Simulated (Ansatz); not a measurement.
A nudged elastic band was laid between two geometries of CH6BNO (10 atoms, charge 0, multiplicity 1).

The calculation used RKS B3LYP/cc-pVDZ (Ansatz).

```json
{
  "movable images": "7",
  "climbing image": "yes",
  "spring": "5.0 eV/Å²",
  "optimiser": "quadratic models (default)",
  "start path": "through a guess of the saddle point",
  "force threshold": "0.05 eV/Å",
  "iteration limit": "60",
  "end points": "relaxed"
}
```

Image 0:

```xyz
10
Properties=species:S:1:pos:R:3
N -1.431 -0.255 -0.629
C -0.271 -0.849 0.108
B 0.692 0.334 0.490
O 1.830 0.525 -0.236
H -1.083 0.234 -1.459
H -1.857 0.478 -0.053
H 0.199 -1.599 -0.549
H -0.673 -1.393 0.979
H 0.378 1.139 1.346
H 2.299 1.335 0.006
```

Image 8:

```xyz
10
Properties=species:S:1:pos:R:3
N -1.382 -0.255 -0.796
C -0.396 -0.743 0.194
B 0.871 0.138 0.502
O 1.011 1.325 -0.151
H -0.888 -0.084 -1.676
H -1.680 0.682 -0.511
H -0.058 -1.754 -0.111
H -0.924 -0.943 1.150
H 1.714 -0.216 1.302
H 1.815 1.800 0.100
```

Question: Which bonds break or form, and what moves?

Answer: No bond is made or broken. The dihedral H7–C2–B3–H9 goes from -170 to -55°.

Question: Give the energies along the band, and the barrier.

Answer: The run converged. The highest image is number 3 of 0 to 8, 1.0 kcal/mol above the first end and 2.5 kcal/mol above the last; the last end lies 1.5 kcal/mol below the first. A vibrational analysis at the climbing image gives one clearly imaginary mode, 150i cm⁻¹: a first-order saddle point.

```json
{"image": "0", "path coordinate (Å)": "0.00", "energy (kcal/mol)": "0.0", "dihedral H7–C2–B3–H9 (°)": "-170"}
{"image": "1", "path coordinate (Å)": "0.38", "energy (kcal/mol)": "0.2", "dihedral H7–C2–B3–H9 (°)": "-158"}
{"image": "2", "path coordinate (Å)": "0.76", "energy (kcal/mol)": "0.7", "dihedral H7–C2–B3–H9 (°)": "-141"}
{"image": "3", "path coordinate (Å)": "1.14", "energy (kcal/mol)": "1.0", "dihedral H7–C2–B3–H9 (°)": "-124"}
{"image": "4", "path coordinate (Å)": "1.49", "energy (kcal/mol)": "0.7", "dihedral H7–C2–B3–H9 (°)": "-108"}
{"image": "5", "path coordinate (Å)": "1.85", "energy (kcal/mol)": "0.0", "dihedral H7–C2–B3–H9 (°)": "-92"}
{"image": "6", "path coordinate (Å)": "2.20", "energy (kcal/mol)": "-0.8", "dihedral H7–C2–B3–H9 (°)": "-77"}
{"image": "7", "path coordinate (Å)": "2.55", "energy (kcal/mol)": "-1.3", "dihedral H7–C2–B3–H9 (°)": "-64"}
{"image": "8", "path coordinate (Å)": "2.91", "energy (kcal/mol)": "-1.5", "dihedral H7–C2–B3–H9 (°)": "-55"}
```

Question: What is the geometry of the highest image?

Answer: 
```xyz
10
Properties=species:S:1:pos:R:3
N -1.396 -0.215 -0.720
C -0.328 -0.823 0.126
B 0.765 0.232 0.568
O 1.471 0.839 -0.429
H -0.948 0.274 -1.500
H -1.854 0.530 -0.186
H 0.136 -1.639 -0.460
H -0.816 -1.314 0.985
H 0.967 0.556 1.721
H 2.086 1.508 -0.101
```

Question: What are the harmonic wavenumbers there?

Answer: 150i, 206, 272, 421, 637, 785, 838, 927, 964, 1015, 1059, 1104, 1192, 1299, 1372, 1398, 1440, 1644, 2549, 3011, 3066, 3433, 3509, 3817 cm⁻¹.

Run time: 5.8 min on 1 thread of Intel(R) Xeon(R) Processor @ 2.70GHz, on a shared host, peak memory 0.17 GiB.
